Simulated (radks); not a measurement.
Question: The mean radii <r> (bohr) of the occupied orbitals of an atom or ion are listed with their occupations. Calculated with a radial shooting solver on a logarithmic mesh with Libxc functionals: scalar-relativistic Kohn-Sham, PBE, spin-unpolarised, spherical densities, point nucleus.

orbital  occ.      <r>
1s          2  0.02150
2s          2  0.09141
2p          6  0.08080
3s          2   0.2368
3p          6   0.2349
3d         10   0.2126
4s          2   0.4891
4p          5   0.5023

Name the element and its charge.

Answer: Z = 65, terbium, charge +30: Tb30+ in [Ar] 3d10 4s2 4p5. The 1s radius gives Z: for a bare nucleus <r> = (2 gamma + 1)/(2Z) with gamma = sqrt(1 - (Z/c)^2), 0.02124 bohr for Z = 65, and screening makes it slightly larger (0.02150 here). The occupations add up to 35, and the charge is Z minus that.
